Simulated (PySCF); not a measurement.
Compound: C6H12ClFO.
Atom-mapped SMILES: `[CH3:1][C:2]([CH3:3])([CH2:4][F:5])[O:6][CH2:7][CH2:8][Cl:9]` (hydrogens: H10, H11, H12 on C1; H13, H14, H15 on C3; H16, H17 on C4; H18, H19 on C7; H20, H21 on C8)

All values: PBE0/pcSseg-1 (PySCF, non-relativistic), on one gas-phase PBE0-D3(BJ)/def2-SVP geometry that isn't relaxed in the solvent. The solvent is an IEF-PCM continuum (cavity from Bondi-type radii × 1.2). Specific hydrogen bonds and non-electrostatic terms are outside this model.

Gas phase at PBE0/pcSseg-1: HOMO -7.53 eV, LUMO 1.01 eV, dipole 2.08 D.

Q: What does the continuum do to the energy, the frontier levels and the dipole at PBE0/pcSseg-1 in chloroform and dimethylsulfoxide?

A: 
```tsv
solvent	ε	E(solvent) − E(gas) (kcal/mol)	polarisation term (kcal/mol)	distortion of the solute (kcal/mol)	HOMO (eV)	LUMO (eV)	dipole (D)
chloroform	4.711	-4.12	-4.53	0.41	-7.47	1.06	2.49
dimethylsulfoxide	46.83	-5.81	-6.67	0.86	-7.47	1.05	2.67
```

The first energy column is the sum of the next two and covers electrostatics alone. From chloroform to dimethylsulfoxide the lowering changes by a factor 1.41, Onsager's factor (ε − 1)/(2ε + 1) by 1.36 and ε itself by 9.9.

Q: Which radius a makes the point-dipole formula ΔE = −[(ε − 1)/(2ε + 1)]·μ²/a³ give the value in dimethylsulfoxide, with the gas-phase dipole?

A: μ = 0.820 au and |ΔE| = 0.00926 Eh give a = 1.73 Å; the farthest nucleus lies 3.68 Å from the centroid of the nuclei, so such a sphere wouldn't even hold the nuclei. The formula assumes a rigid point dipole at the centre of a sphere.

Q: Which IAO charges (PBE0/pcSseg-1) respond most in chloroform (means over atoms taken as equivalent)?

A: 
```tsv
atoms	environment	gas (e)	solvent (e)	change
Cl9	alkyl chlorine	-0.119	-0.138	-0.019
O6	ether oxygen	-0.410	-0.420	-0.010
F5	alkyl fluorine	-0.327	-0.336	-0.009
H20/H21	methylene hydrogen	+0.163	+0.172	+0.009
H18/H19	methylene hydrogen	+0.134	+0.139	+0.005
H16/H17	methylene hydrogen	+0.144	+0.148	+0.004
C1/C3	methyl carbon	-0.420	-0.424	-0.004
H10 (×6)	methyl hydrogen	+0.144	+0.146	+0.002
```

Q: Which Mayer bond orders change most in chloroform?

A: 
```csv
bond,length (Å),gas,solvent,change
C8–Cl9,1.789,0.977,0.951,-0.026
C4–F5,1.380,0.869,0.858,-0.011
O6–C7,1.399,0.913,0.906,-0.007
C2–O6,1.420,0.877,0.871,-0.006
C1–C2,1.522,1.026,1.029,+0.003
C7–C8,1.508,1.040,1.043,+0.003
C8–H21,1.099,0.938,0.935,-0.003
C2–C3,1.525,1.007,1.009,+0.002
```

Hardware: one thread, Arm Neoverse V1 (aarch64), shared host with 32 logical CPUs at a one-minute load of 23. Cost: 51 s of wall time, 1.2 GiB resident at most. This is the whole shielding run at PBE0/pcSseg-1 in dimethylsulfoxide, SCF included.

Conformer computed: `[CH3:1][C:2]([CH3:3])([CH2:4][F:5])[O:6][CH2:7][CH2:8][Cl:9]`: C1–C2–C4–F5 164°, C1–C2–O6–C7 177°, C2–O6–C7–C8 -146°, O6–C7–C8–Cl9 67°.
